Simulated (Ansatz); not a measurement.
Reaction (formal exchange of groups at a C–O bond): `C[O][Ga]([SH])[SH]` + `[BH2][SbH][CH3]` → `[BH2][Sb]([CH3])[CH3]` + `[OH][Ga]([SH])[SH]`

Program: Ansatz. Geometries: PBE0-D4/def2-TZVP. ΔE: electronic, gas phase. CCSD(T)/CBS is the MP2 limit (def2-TZVPP, def2-QZVPP) plus CCSD(T) − MP2 in def2-TZVPP, frozen cores. Functionals use def2-TZVPP. Elements past krypton have def2 core potentials. For Ga, Sb outer-core shells are correlated without core-valence functions, which leaves a few kJ/mol of doubt a bond. Scalar relativity is left out up to krypton. One conformer a species, not always the lowest.

`C[O][Ga]([SH])[SH]`:

```xyz
10

C     0.578    1.287   -1.189
O     0.705   -0.038   -0.736
Ga   -0.263   -0.708    0.593
S    -1.725    0.588    1.593
S     0.106   -2.798    1.116
H     1.549    1.790   -1.131
H    -0.141    1.881   -0.609
H     0.251    1.293   -2.234
H    -2.106   -0.383    2.439
H     1.045   -2.912    0.160
```

`[BH2][SbH][CH3]`:

Cartesian coordinates in Å:
```
B -1.006 -0.867 -1.299
Sb 0.172 -1.089 0.542
C 0.452 0.990 1.060
H -1.868 -0.042 -1.363
H -0.886 -1.660 -2.184
H 1.672 -1.338 -0.228
H 0.901 1.543 0.237
H 1.089 1.054 1.941
H -0.526 1.410 1.293
```

`[BH2][Sb]([CH3])[CH3]`:

```xyz
12

B     0.871   -1.040    1.585
Sb    0.401   -0.824   -0.544
C    -1.723   -0.447   -0.427
C     1.065    1.204   -0.877
H     1.916   -0.648    2.014
H     0.160   -1.688    2.295
H    -1.923    0.444    0.166
H    -2.117   -0.315   -1.434
H    -2.204   -1.309    0.035
H     0.532    1.895   -0.226
H     0.889    1.470   -1.918
H     2.134    1.258   -0.670
```

`[OH][Ga]([SH])[SH]`:

Z-matrix (Å, degrees):
```
Ga
S 1 2.184
S 1 2.196 2 120.9
O 1 1.782 2 116.0 3 180.0
H 2 1.345 1 91.7 3 -179.8
H 3 1.344 1 93.7 2 -179.7
H 4 0.959 1 114.8 2 -179.8
```

CCSD(T)/CBS gives -0.82 eV.

Q: Another level gave -0.69 eV. Which?
A. HF/def2-TZVPP
B. SCS-MP2/def2-TZVPP
C. r2SCAN/def2-TZVPP
D. ωB97X-V/def2-TZVPP

A: D. ωB97X-V -0.69, r2SCAN -0.74, SCS-MP2/def2-TZVPP -0.78, HF/def2-TZVPP -0.59 eV.

Largest T1 diagnostic among the species: 0.015.

In def2-TZVPP, CCSD(T) changes the Hartree–Fock value by −0.17 eV (the triples alone add −0.02 eV) and MP2 by −0.27 eV.
